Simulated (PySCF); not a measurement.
Calculated properties of `CC(C)[SiH2]c1cccs1`

C7H12SSi.
Cartesian coordinates in Å at the GFN2-xTB level; atoms count from 1:
```
atom  x, y, z in Å
C1    -1.528    0.770    1.148
C2    -1.630    0.251   -0.285
C3    -3.028   -0.305   -0.545
Si4   -0.292   -1.063   -0.659
C5     1.408   -0.321   -0.388
C6     2.291   -0.546    0.627
C7     3.490    0.190    0.518
C8     3.512    0.976   -0.589
S9     2.069    0.827   -1.509
H10   -2.285    1.530    1.336
H11   -0.550    1.210    1.334
H12   -1.679   -0.039    1.860
H13   -1.480    1.103   -0.958
H14   -3.785    0.456   -0.359
H15   -3.231   -1.151    0.109
H16   -3.126   -0.642   -1.574
H17   -0.421   -2.203    0.255
H18   -0.408   -1.498   -2.056
H19    2.082   -1.226    1.433
H20    4.295    0.136    1.228
H21    4.287    1.636   -0.926
```

Among its groups: aromatic ring with sulfur, Si–H bond and C–Si bond.

GFN2-xTB geometry:

| Quantity | Value |
| --- | --- |
| Point group of the GFN2-xTB geometry | C1 |
| Rotational constants A, B, C of the GFN2-xTB geometry | 2.532, 0.629, 0.606 GHz |

PBE0/pcSseg-1 ground state and GIAO shieldings, non-relativistic (PySCF):

| Item | Value |
| --- | --- |
| Dipole moment | 0.75 D |
| HOMO energy | -6.89 eV |
| LUMO energy | -0.70 eV |
| HOMO–LUMO gap | 6.19 eV |
| Lowest Hirshfeld atomic charge | -0.13 e on C5 |
| Highest Hirshfeld atomic charge | +0.32 e on Si4 |
| 13C chemical shifts (computed TMS as zero) by class | 142.3 (C5), 142.1 (C8), 141.7 (C6), 131.4 (C7), 20.7 (C1/C3), 19.6 (C2) ppm |
| 1H chemical shifts (computed TMS as zero) by class | 7.60 (H21), 7.47 (H19), 7.28 (H20), 4.62 (H17/H18), 1.12 (H13), 1.08 (H10/H11/H12/H14/H15/H16) ppm |
| Isotropic shieldings of nuclei other than C and H, by class | 386 (Si4), 244 (S9) ppm |
| Mayer bond orders between heavy atoms | C1–C2 1.03, C2–C3 1.03, C2–Si4 0.89, Si4–C5 0.81, C5–C6 1.59, C6–C7 1.28, C7–C8 1.58, C8–S9 1.19, S9–C5 1.16 |

Monoisotopic mass (most abundant isotopes): 156.0429 u.

With B = h/(8π²I), that is 505.379 GHz u Å² over I, the principal moments of inertia are 199.6, 803.8 and 834.3 u Å² (most abundant isotopes); the inertial defect Ic − Ia − Ib is -169.1 u Å² (zero for a rigid planar frame, negative otherwise). The dipole matches unit charges of opposite sign 0.16 Å apart (1 e·Å = 4.8032 D). A dipole of 0.75 D is allowed in C1, and pure rotational transitions are dipole-allowed. The rotational constants make it an asymmetric top with κ = (2B − A − C)/(A − C) = -0.98, nearer the prolate limit (−1).

The structure is a single GFN2-xTB conformer in the gas phase; no vibrational or solvent corrections. NMR classes are plain means over equivalent atoms (diastereotopic ones count apart unless rotation or inversion swaps them), as if these changed places fast; in this geometry the members of some classes differ.

For the NMR shielding job (PBE0/pcSseg-1), hardware: one thread of an Arm Neoverse N1 (shared host). Cost: 1.8 min of wall time (with the writing of density and orbital grids), 1.1 GiB resident at most.
